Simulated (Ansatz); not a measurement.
Compare A (`N=C1C[SiH2]1`) with its isomer B (`N=C=C[SiH3]`).

Isolated molecules relaxed with PBE0-D4/def2-TZVP in Ansatz; ΔE leaves out vibrations. CCSD(T)/CBS is the MP2 limit (def2-TZVPP, def2-QZVPP) plus CCSD(T) − MP2 in def2-TZVPP, frozen cores. DFT in def2-TZVPP. B3LYP here is the variant with VWN-RPA as its local correlation; programs differ in this. One conformer a species, not always the lowest.

Question: Which isomer does CCSD(T)/CBS put lower? Give the gap. (An estimate is asked.)

Answer: Ansatz gave: B, by 90.6 kJ/mol.

Question: Give E(B) − E(A) in kJ/mol with HF/def2-TZVPP, PBE0-D4, B2PLYP, PBE-D4, B3LYP, MP2/def2-TZVPP, BLYP-D4. (Estimate.)

Answer: Ansatz gave: HF/def2-TZVPP -125.3, PBE0-D4 -87.3, B2PLYP -103.8, PBE-D4 -87.2, B3LYP -106.3, MP2/def2-TZVPP -95.1, BLYP-D4 -106.4. None reverses the order clearly.

Question: Does the order hold for the free energy at 298.15 K (harmonic terms from PBE0-D4)? (Best estimate.)

Answer: Ansatz gave: Yes: G(B) − G(A) = -99.1 kJ/mol, for one conformer each.

Largest T1 diagnostic: 0.015.

At CCSD(T), def2-SVP lies −3.3 kJ/mol from the extrapolated value and def2-TZVPP −2.0 kJ/mol. In def2-TZVPP, CCSD(T) changes the Hartree–Fock value by +32.7 kJ/mol (the triples alone add +1.8 kJ/mol) and MP2 by +30.1 kJ/mol.
